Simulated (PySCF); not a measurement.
Input for PySCF: R-M06-2X/6-31G* on C3H4F2 (a complex), monomers drawn apart or pushed together.

```python
from pyscf import gto, scf, dft, mp
from pyscf.data.elements import chemcore

mol = gto.M(
    atom='''
    C     0.59922706    0.01699189   -0.69717942
    C    -0.35211841   -0.06359447    0.02537379
    H     1.43727515    0.08577140   -1.34713562
    H    -1.18549028   -0.13471466    0.68289286
    F    -1.09926043    0.13363328    3.50899896
    C     0.22720114    0.10609130    3.84344511
    F     0.46413252   -1.02922127    4.55474679
    H     0.43871072    0.96911074    4.47614751
    H     0.81345700    0.07949093    2.92464492
    ''',
    basis='6-31g*',
    cart=True,
    charge=0, spin=0, verbose=3, max_memory=1800)
mf = dft.RKS(mol, xc='m062x')
mf.conv_tol = 1e-8
mf.max_cycle = 100
mf.kernel()
if not mf.converged:
    mf = mf.newton().run(mf.mo_coeff, mf.mo_occ)
```

Program output:

```
converged SCF energy = -316.175636082357
```

Self-consistency was reached.

Cost: around 3 core-seconds (rough).
